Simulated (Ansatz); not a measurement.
P3Se7, relaxed as a doublet with UKS r2SCAN-D4/def2-SVP in Ansatz, starting from the GFN1-xTB geometry. Force threshold 0.03 eV/Å.

Another isomer (doublet) lies 0.29 eV lower at PBE0-D4/def2-SVP; other spin states weren't run for this one.

Start:

```xyz
10

P     0.175    1.821    0.056
P    -0.257    0.598   -1.713
P     1.632    0.703    1.256
Se    1.131   -1.140   -1.745
Se    0.383   -1.014    2.031
Se   -1.120    0.367    3.068
Se    2.897   -0.222   -0.242
Se   -2.126   -0.589   -1.439
Se   -1.691    1.784    1.250
Se   -1.024   -2.309   -2.521
```

```json
{"step": "1", "energy (eV)": "-485250.4828", "largest force component (eV/Å)": "1.211", "SCF passes": "23"}
{"step": "2", "energy (eV)": "-485250.9000", "largest force component (eV/Å)": "0.647", "SCF passes": "31"}
{"step": "3", "energy (eV)": "-485250.9994", "largest force component (eV/Å)": "0.437", "SCF passes": "30"}
{"step": "4", "energy (eV)": "-485251.0796", "largest force component (eV/Å)": "0.421", "SCF passes": "30"}
{"step": "5", "energy (eV)": "-485251.1147", "largest force component (eV/Å)": "0.179", "SCF passes": "25"}
{"step": "6", "energy (eV)": "-485251.1188", "largest force component (eV/Å)": "0.201", "SCF passes": "29"}
{"step": "7", "energy (eV)": "-485251.1338", "largest force component (eV/Å)": "0.086", "SCF passes": "29"}
{"step": "8", "energy (eV)": "-485251.1365", "largest force component (eV/Å)": "0.087", "SCF passes": "25"}
{"step": "9", "energy (eV)": "-485251.1391", "largest force component (eV/Å)": "0.040", "SCF passes": "26"}
{"step": "10", "energy (eV)": "-485251.1407", "largest force component (eV/Å)": "0.048", "SCF passes": "25"}
{"step": "11", "energy (eV)": "-485251.1428", "largest force component (eV/Å)": "0.110", "SCF passes": "25"}
{"step": "12", "energy (eV)": "-485251.1452", "largest force component (eV/Å)": "0.170", "SCF passes": "24"}
{"step": "13", "energy (eV)": "-485251.1488", "largest force component (eV/Å)": "0.382", "SCF passes": "30"}
{"step": "14", "energy (eV)": "-485251.1781", "largest force component (eV/Å)": "0.271", "SCF passes": "29"}
{"step": "15", "energy (eV)": "-485251.1877", "largest force component (eV/Å)": "0.339", "SCF passes": "29"}
{"step": "16", "energy (eV)": "-485251.2019", "largest force component (eV/Å)": "0.138", "SCF passes": "24"}
{"step": "17 (rejected)", "energy (eV)": "-485251.1707", "largest force component (eV/Å)": "0.479", "SCF passes": "24"}
{"step": "18", "energy (eV)": "-485251.2054", "largest force component (eV/Å)": "0.076", "SCF passes": "24"}
{"step": "19 (rejected)", "energy (eV)": "-485251.2025", "largest force component (eV/Å)": "0.124", "SCF passes": "24"}
{"step": "20", "energy (eV)": "-485251.2080", "largest force component (eV/Å)": "0.021", "SCF passes": "24"}
```

Force components are those of the run's own axes.

End:

```xyz
10

P     0.3668    1.8798    0.0190
P    -0.3197    0.5602   -1.6229
P     1.6082    0.5434    1.4043
Se    1.5517   -0.4052   -2.2008
Se    0.0432   -1.0901    1.9633
Se   -1.2120    0.5496    2.9855
Se    2.9353   -0.3551   -0.1006
Se   -1.8663   -1.1664   -0.9116
Se   -1.6444    2.0123    1.0884
Se   -1.4628   -2.5286   -2.6245
```

Bonds lost: Se4–Se10 (atoms count from 1).

No frequencies were taken in this run, so the end may be a saddle point.

It took 9.5 min on 6 threads of Intel Xeon on a shared host, peak host memory 0.96 GiB.
